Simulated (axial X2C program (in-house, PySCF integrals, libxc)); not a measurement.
## Spectroscopic constants of SrH

Calculated with an in-house all-electron X2C program for linear molecules (integrals from PySCF). Spin-free means the one-electron spin-free X2C Hamiltonian; two-component (2c) means X2C with spin–orbit coupling and atomic mean-field two-electron Coulomb and Gaunt terms, so the difference of the two also holds small scalar two-electron terms. Basis: Sr dyall-v3z [13s12p8d3f], H dyall-v3z [6s2p1d] (cores contracted in-house); Gaussian nuclei, density fitting, unrestricted open shells. Masses: Sr 87.906 u, H 1.008 u.

The run was started with this input:
```json
{"zs": [38, 1], "q": 0, "bas": ["dyall-v3z", "dyall-v3z"], "levels": ["PBE0", "HF", "LDA", "r2SCAN"], "cc": false, "r0": 2.17, "npts": 10, "nst": 2, "ntry": 6}
```
```bash
python so2c.py task.json out
```

Keys: zs atomic numbers; q charge; bas basis sets; levels methods; cc coupled cluster on or off; r0 starting distance in Å; npts points on the curve; nst determinants followed; ntry starts of the search. HF also brings MP2.

State, spin-free: M_S = 1/2, Λ = 0 (beyond evenly filled blocks: σα); electrons by block: σα: 10, σβ: 9, π+α: 4, π+β: 4, π-α: 4, π-β: 4, δ+α: 1, δ+β: 1, δ-α: 1, δ-β: 1. Fragments: Sr + H.

State, 2c: Ω = 1/2 (⟨Sz⟩ = 0.50, ⟨Lz⟩ = 0.00 at PBE0); electrons by block: 1/2: 14, -1/2: 13, 3/2: 5, -3/2: 5, 5/2: 1, -5/2: 1. Fragments: Sr + H.

```
Hamiltonian   level  Re (Å)  ωe (cm⁻¹)  ωexe (cm⁻¹)  Be (cm⁻¹)  αe (cm⁻¹)  De (eV)  D0 (eV)  k (mdyn/Å)  μ (D)
         2c    PBE0   2.131     1213.0         16.8      3.727     0.0801     1.83     1.76       0.864  -2.86
         2c      HF   2.195     1201.4         14.5      3.512     0.0683     1.46     1.39       0.847  -2.77
         2c     MP2   2.140     1234.9         15.7      3.694     0.0737     1.52     1.44       0.895    n/a
         2c     LDA   2.117     1199.0         18.3      3.775     0.0875     2.01     1.94       0.844  -2.98
         2c  r2SCAN   2.131     1210.9         16.8      3.726     0.0807     2.08     2.01       0.861  -3.05
```

Spin-free values that have a 2c row agree with it to the digits that matter (0.001 Å, 0.01 eV) and are not repeated.

Correlated methods: 11 electrons correlated (number of frozen shells: Sr 3 s, 2 p, 1 d; H none), 181 virtual spin orbitals or spinors in MP2.

Dipoles are positive if H is the positive end.

The state is a single determinant with fixed occupations, the lowest that a limited PBE0 search found. De is counted from the lowest determinant-based energies of the atoms at the same level, without counterpoise correction. Density functionals use the spin component along the axis (collinear).

Rough cost a point (2c) on 1 thread(s) of a shared host, integrals apart: PBE0 0.4 s, HF 0.27 s, LDA 0.19 s, r2SCAN 0.5 s.

The whole task took 53 s on 1 thread of Arm Neoverse N1, on a shared host.
